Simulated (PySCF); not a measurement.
## Co: ionisation energy

Co [Ar] 3d7 4s2 (4F) → Co⁺ [Ar] 3d8 (3F), as a difference of total energies. All numbers are calculated (PySCF 2.14, scalar relativity by spin-free X2C-1e, in jorge-DZP-DKH). Correlated levels: valence: [Ar] frozen. The calculations carry no spin-orbit coupling.

```tsv
method	ionisation energy (eV)
UHF	8.161
MN15	7.142
r2SCAN	7.842
MP2 (valence)	7.568
SCS-MP2 (valence)	7.640
```

Errors of the correlated levels include the incompleteness of this basis and the frozen core.

MP2 underrates the near-degeneracy of ns² with np² in the lower species.

**Question.** Which method comes closest to the reference value, and which is furthest?

**Answer.** The reference is 7.869 eV (measured; NIST levels, between the centres of gravity of the two terms). Closest: r2SCAN (error -0.027 eV); furthest: MN15 (error -0.727 eV).
